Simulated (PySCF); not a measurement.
A calculated (M06-2X, PySCF 2.14, x2c-TZVPall, the spin-free X2C one-electron Hamiltonian (Gaussian nucleus)) atom or ion has these occupied shells.

| shell | electrons | orbital energy (eV) | rms radius, mean of both spins (bohr) |
| --- | --- | --- | --- |
| 1s α | 1 | -7698.7 | 0.0649 |
| 1s β | 1 | -7698.7 | 0.0649 |
| 2s α | 1 | -948.70 | 0.277 |
| 2s β | 1 | -946.43 | 0.277 |
| 2p α | 3 | -817.08 | 0.249 |
| 2p β | 3 | -815.12 | 0.249 |
| 3s α | 1 | -133.74 | 0.834 |
| 3s β | 1 | -129.67 | 0.834 |
| 3p α | 3 | -95.580 | 0.888 |
| 3p β | 3 | -90.321 | 0.888 |
| 3d α | 5 | -33.800 | 1.15 |
| 3d β | 2 | -30.549 | 1.15 |

Q: Name the element and its charge.

A: Co²⁺ (cobalt, charge +2), in [Ar] 3d7, high-spin 4F determinant.
